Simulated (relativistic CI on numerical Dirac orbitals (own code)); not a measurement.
## Electric-dipole transitions in Tm LII

Computed by Dirac-Coulomb-Breit CI, separate exchange-only KLI orbitals for each configuration, QED by a radiative potential, unscaled Slater integrals (own radial code, finite nucleus).

Configuration list (outside the closed core [Ne]): 3s²3p⁶, 3s²3p⁵3d, 3s3p⁶3d, 3s²3p⁵4s, 3s²3p⁵4p, 3s²3p⁵4d, 3p⁶3d4p, 3s3p⁶4s, 3p⁶3d², 3p⁵3d³, 3p⁵3d²4s, 3p⁵3d²4p, 3p⁵3d²4d, 3p⁶3d4s, 3p⁵3d4s², 3p⁵3d4s4p, 3p⁵3d4s4d. Double excitations out of closed p, d and f shells are left out; levels of such configurations are missing from the list, as are those of other unlisted configurations, and high levels can miss mixing partners.

| λ vac (Å) | Lower | Upper | A (s⁻¹) | log gf | S velocity/length |
| --- | --- | --- | --- | --- | --- |
| 4.7858 | 3s²3p⁶ ¹S0 [1] | 3s²3p⁵4d ³D°1 [162] | 6.73e+13 | -0.16 | 0.95 |
| 5.2479 | 3s²3p⁶ ¹S0 [1] | 3s²3p⁵4d ¹P°1 [153] | 1.33e+14 | 0.22 | 0.96 |
| 5.9821 | 3s²3p⁶ ¹S0 [1] | 3s²3p⁵4s ¹P°1 [138] | 1.83e+13 | -0.53 | 0.97 |
| 6.0503 | 3p⁶3d² ³F2 [18] | 3p⁵3d²4s ³G°3 [184] | 1.80e+13 | -0.16 | 0.96 |
| 6.0619 | 3p⁶3d² ³F3 [20] | 3p⁵3d²4s ³G°4 [195] | 1.57e+13 | -0.11 | 0.96 |
| 24.274 | 3p⁶3d² ¹G4 [22] | 3p⁵3d³ ³D°3 [114] | 2.53e+12 | 0.19 | 0.79 |
| 24.305 | 3s²3p⁶ ¹S0 [1] | 3s²3p⁵3d ¹P°1 [11] | 2.86e+12 | -0.12 | 0.77 |
| 24.408 | 3p⁶3d² ³F3 [20] | 3p⁵3d³ ³D°2 [107] | 2.31e+12 | 0.01 | 0.79 |
| 24.524 | 3p⁶3d² ¹G4 [22] | 3p⁵3d³ ¹G°4 [111] | 3.14e+12 | 0.41 | 0.80 |
| 24.576 | 3p⁶3d² ³F4 [24] | 3p⁵3d³ ³D°3 [126] | 1.48e+12 | -0.03 | 0.77 |
| 24.637 | 3p⁶3d² ³P2 [25] | 3p⁵3d³ ³P°2 [128] | 1.94e+12 | -0.05 | 0.86 |
| 24.792 | 3p⁶3d² ³F4 [24] | 3p⁵3d³ ³F°4 [125] | 2.29e+12 | 0.28 | 0.81 |
| 24.902 | 3p⁶3d² ³F4 [24] | 3p⁵3d³ ³G°5 [124] | 1.84e+12 | 0.27 | 0.93 |
| 25.432 | 3p⁶3d² ³F2 [18] | 3p⁵3d³ ³F°2 [99] | 1.97e+12 | -0.02 | 0.84 |
| 27.224 | 3s²3p⁵3d ¹D°2 [7] | 3s3p⁶3d ¹D2 [17] | 1.02e+12 | -0.25 | 0.86 |
| 27.720 | 3s²3p⁵3d ³F°4 [6] | 3s3p⁶3d ³D3 [16] | 1.70e+12 | 0.14 | 0.87 |
| 27.768 | 3s²3p⁵3d ³F°3 [4] | 3s3p⁶3d ³D2 [15] | 1.82e+12 | 0.02 | 0.87 |
| 27.846 | 3s²3p⁵3d ³P°1 [3] | 3s3p⁶3d ³D1 [14] | 1.02e+12 | -0.45 | 0.89 |
| 27.877 | 3s²3p⁵3d ³D°3 [8] | 3s3p⁶3d ¹D2 [17] | 8.09e+11 | -0.33 | 0.87 |
| 28.003 | 3s²3p⁵3d ³D°2 [5] | 3s3p⁶3d ³D2 [15] | 6.13e+11 | -0.44 | 0.91 |
| 28.379 | 3s²3p⁵3d ³D°2 [5] | 3s3p⁶3d ³D1 [14] | 1.06e+12 | -0.42 | 0.89 |
| 28.720 | 3s²3p⁵3d ³D°3 [8] | 3s3p⁶3d ³D3 [16] | 6.53e+11 | -0.25 | 0.94 |
| 38.304 | 3p⁶3d² ³F4 [24] | 3p⁵3d³ ³D°3 [96] | 7.13e+11 | 0.04 | 0.70 |
| 38.392 | 3p⁶3d² ¹G4 [22] | 3p⁵3d³ ³D°3 [87] | 6.13e+11 | -0.02 | 0.71 |
| 38.401 | 3s²3p⁶ ¹S0 [1] | 3s²3p⁵3d ¹P°1 [9] | 7.16e+11 | -0.32 | 0.66 |
| 38.959 | 3p⁶3d² ³F2 [18] | 3p⁵3d³ ³G°3 [51] | 6.82e+11 | 0.04 | 0.88 |
| 39.220 | 3p⁶3d² ³F2 [18] | 3p⁵3d³ ³F°2 [50] | 6.25e+11 | -0.14 | 0.76 |
| 39.517 | 3p⁶3d² ¹G4 [22] | 3p⁵3d³ ¹G°4 [81] | 6.26e+11 | 0.12 | 0.73 |
| 39.746 | 3p⁶3d² ³F4 [24] | 3p⁵3d³ ³F°4 [94] | 6.45e+11 | 0.14 | 0.73 |
| 40.877 | 3p⁶3d² ¹G4 [22] | 3p⁵3d³ ¹H°5 [75] | 2.95e+11 | -0.09 | 0.88 |

Terms are leading LS components. Brackets give the number of a level in order of energy, since labels repeat. The list gives strong lines, with weight on those to low levels, among the lowest 200 of 1246 levels, so that lines to higher ones, which can be the strongest, are missing. Levels whose partners in the same complex of configurations lie outside the list can be far off, and so can their lines. Rates are taken at the computed energies, electric ones in the length gauge. A velocity-to-length ratio far from 1 marks an uncertain rate.

At this charge energies of transitions that change n are usually good to better than 1 %, and those within a shell (Δn = 0) to a few per cent.

LS names give the leading component of a level, which can be under half, so a name can repeat, a term be missing and a line seem to break the LS rules.
